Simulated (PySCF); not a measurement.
C6H10F2.
SMILES: `C=C(C)CC(C)(F)F`

Computed, not measured: TDDFT PBE0/def2-SVPD, vertical, gas phase, core orbitals frozen in the response in PySCF 2.14.0, density-fitted response routines. One conformer (not necessarily the lowest) at the GFN2-xTB geometry, without solvent, vibrations or thermal averaging. Torsions of this conformer, `[CH2:1]=[C:2]([CH3:3])[CH2:4][C:5]([CH3:6])([F:7])[F:8]`: C1–C2–C4–C5 -100°, C2–C4–C5–C6 53°.

Each state is given a Gaussian of 0.5 eV full width at half maximum, with ε(max) = 2.175×10⁸ f / Δν̃ (Δν̃ the width in cm⁻¹). The width is an assumption, not a result. The curve ends short of the highest state used, and states not computed would add to its high-energy end.

(λ (nm), ε (L mol⁻¹ cm⁻¹)): (160.1, 899), (161.5, 768), (162.9, 836), (164.3, 1194), (165.8, 2014), (167.2, 3267), (168.6, 4998), (170.0, 7106), (171.4, 9373), (172.9, 11640), (174.3, 13275), (175.7, 14197), (177.1, 14292), (178.6, 13514), (180.0, 12132), (181.4, 10351), (182.8, 8413), (184.3, 6400), (185.7, 4735), (187.1, 3356), (188.5, 2282), (190.0, 1443), (191.4, 904), (192.8, 546), (194.2, 318), (195.6, 178), (197.1, 93), (198.5, 49), (199.9, 25), (201.3, 12)

Task: Where are the band maxima, and which computed states make them?

Result: 177 nm (7.02 eV), ε about 14000, made up of S1 (34%) and S2 (66%) (ε in L mol⁻¹ cm⁻¹; maxima over ε = 5, shares over 10%). At its high-energy end, 7.75 eV, the curve is still rising (ε about 920, from S3, S4 and S5). The states used: S1 6.91 eV (f 0.106); S2 7.08 eV (f 0.182); S3 7.82 eV (f 0.0066); S4 8.06 eV (f 0.011); S5 8.08 eV (f 0.017); S6 8.35 eV (f 0.021).

Task: Coming from long wavelengths, where does ε first pass 100 L mol⁻¹ cm⁻¹?

Result: At about 197 nm (6.30 eV), 0.61 eV below S1.

Task: On this curve, what absorbance would a 10⁻³ mol/L sample give at 193 nm over a 1 cm path?

Result: 193 nm is 6.424 eV, where ε is about 510 L mol⁻¹ cm⁻¹, so A = ε c l ≈ 0.51 (Beer–Lambert, with the gas-phase spectrum and the assumed width).

Task: What would ε be at 7.02 eV, the highest of these maxima, with half the width (0.25 eV)?

Result: About 23000 L mol⁻¹ cm⁻¹ against 14400, a factor of about 1.6; a lone state at its own centre would give exactly 2.
